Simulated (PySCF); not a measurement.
# How the method changes the shape and vibrations of CGeH5

All numbers below are calculated, not measured. They come from PySCF 2.14.0, an open-source quantum chemistry program, on an isolated molecule that a program drew, which may never have been made. The molecule is CGeH5 (charge 0, doublet), drawn as the SMILES string `[CH3][GeH2]`.

The geometry was optimised and harmonic frequencies were computed with HF and MP2, all in the cc-pVDZ basis, for the commonest isotopes, with a restricted reference for singlets and an unrestricted one otherwise, and a frozen core in MP2. Germanium has the cc-pVDZ-PP basis, with a core potential (ECP10MDF) in place of its 10 inner electrons, and its 3s, 3p and 3d shells are frozen in MP2. Each result is a local minimum of its method.

Geometry at the HF minimum:
```xyz
7
CGeH5, angstrom
C     0.4916    0.3222    1.2375
Ge    1.0827    0.9349    3.0133
H    -0.0841   -0.5999    1.3291
H     1.3587    0.1334    0.6000
H    -0.1326    1.0820    0.7651
H     1.8760    2.2494    2.9142
H     1.9442   -0.1307    3.7129
```

Lengths of the bonds as drawn, in Å (atoms numbered as above):
| bond | HF | MP2 |
|---|---|---|
| C1-Ge2 | 1.969 | 1.974 |
| C1-H3 | 1.091 | 1.101 |
| C1-H4 | 1.093 | 1.103 |
| C1-H5 | 1.091 | 1.101 |
| Ge2-H6 | 1.539 | 1.543 |
| Ge2-H7 | 1.539 | 1.543 |

Rotational constants, in GHz:
| constant | HF | MP2 |
|---|---|---|
| A | 69.53 | 68.67 |
| B | 8.914 | 8.868 |
| C | 8.572 | 8.528 |

Harmonic frequencies in cm^-1, each column in rising order, so a row needn't be the same motion in every method:
| rank | HF | MP2 |
|---|---|---|
| 1 | 171 | 166 |
| 2 | 534 | 505 |
| 3 | 593 | 556 |
| 4 | 607 | 594 |
| 5 | 883 | 827 |
| 6 | 924 | 868 |
| 7 | 933 | 887 |
| 8 | 1367 | ? |
| 9 | 1555 | 1457 |
| 10 | 1558 | 1461 |
| 11 | 2176 | 2139 |
| 12 | 2181 | 2157 |
| 13 | 3180 | 3089 |
| 14 | 3269 | 3196 |
| 15 | 3283 | 3212 |

**Estimate the missing MP2 frequency from the HF column.**

A single factor s that minimises the squared misfit of MP2 against s times HF over the other rows is sum(HF x MP2) / sum(HF^2) = 0.9719, with an rms misfit of 29 cm^-1. For rank 8 it gives 0.9719 x 1367 = 1329 cm^-1. The calculation gives 1260 cm^-1, 69 cm^-1 below the estimate. The drawn bonds are on average 0.6 % longer in MP2 than in HF.
